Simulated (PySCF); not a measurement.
Species: TMS-CHF2, C4H10F2Si.
Numbering: `[CH3:1][Si:2]([CH3:3])([CH3:4])[CH:5]([F:6])[F:7]` (hydrogens: H8, H9, H10 on C1; H11, H12, H13 on C3; H14, H15, H16 on C4; H17 on C5)

The same species was optimised twice, with GFN2-xTB and with PBE0-D3(BJ)/def2-SVP (PySCF), and the same property calculations (PySCF, gas phase) were run on both structures.

```tsv
coordinate	GFN2-xTB	PBE0-D3(BJ)/def2-SVP	change
Si2–C5 (Å)	1.954	1.923	-0.031
Si2–C3 (Å)	1.900	1.873	-0.027
Si2–C4 (Å)	1.902	1.875	-0.027
C1–Si2 (Å)	1.902	1.876	-0.026
C5–F7 (Å)	1.365	1.366	+0.001
C5–F6 (Å)	1.365	1.366	+0.001
F6–C5–F7 (°)	105.7	107.6	+1.9
Si2–C5–F6 (°)	111.0	109.4	-1.6
C4–Si2–C5 (°)	105.9	107.3	+1.4
C1–Si2–C5 (°)	105.9	107.2	+1.3
Si2–C5–F7 (°)	110.9	109.7	-1.2
C1–Si2–C3 (°)	112.8	111.8	-1.0
C3–Si2–C4 (°)	112.8	111.9	-0.9
C1–Si2–C4 (°)	112.5	112.2	-0.3
C1–Si2–C5–F6 (°)	-62	-61	+1
```

Rotational constants: A = 2344, B = 1566, C = 1379 MHz (GFN2-xTB) against A = 2398, B = 1615, C = 1407 MHz (PBE0-D3(BJ)/def2-SVP). Point groups within 0.08 Å: Cs and Cs. Atoms that the bonding makes alike are paired by their places after alignment.

On the GFN2-xTB structure: HOMO (eV) -7.96 [PBE0/pcSseg-1]; LUMO (eV) 1.08 [PBE0/pcSseg-1]; dipole (D) 2.59 [PBE0/pcSseg-1]; GIAO shielding of C1/C3/C4 (mean) (ppm) 191.8 [PBE0/pcSseg-1]; GIAO shielding of Si2 (ppm) 350.4 [PBE0/pcSseg-1]; GIAO shielding of C5 (ppm) 58.0 [PBE0/pcSseg-1]; GIAO shielding of F6/F7 (mean) (ppm) 333.1 [PBE0/pcSseg-1].

Task: What do these properties become on the PBE0-D3(BJ)/def2-SVP structure?

Result: 
```tsv
property	level	on GFN2-xTB	on PBE0-D3(BJ)/def2-SVP	change
HOMO (eV)	PBE0/pcSseg-1	-7.96	-8.01	-0.05
LUMO (eV)	PBE0/pcSseg-1	1.08	1.08	0.00
dipole (D)	PBE0/pcSseg-1	2.59	2.41	-0.18
energy, GFN2-xTB geometry as zero (kcal/mol)	PBE0/pcSseg-1	0.0	-1.2	-1.2
GIAO shielding of C1/C3/C4 (mean) (ppm)	PBE0/pcSseg-1	191.8	189.9	-1.9
GIAO shielding of Si2 (ppm)	PBE0/pcSseg-1	350.4	353.5	+3.1
GIAO shielding of C5 (ppm)	PBE0/pcSseg-1	58.0	58.9	+0.9
GIAO shielding of F6/F7 (mean) (ppm)	PBE0/pcSseg-1	333.1	335.9	+2.8
```

The heavy atoms differ by 0.036 Å rms after alignment (one structure mirrored). Among bonds between heavy atoms Si2–C5 changes most (-0.031 Å). Changes are differences of the printed values. Neither structure is proved a minimum here.

Conformer computed: `[CH3:1][Si:2]([CH3:3])([CH3:4])[CH:5]([F:6])[F:7]`: C1–Si2–C5–F6 -61°.
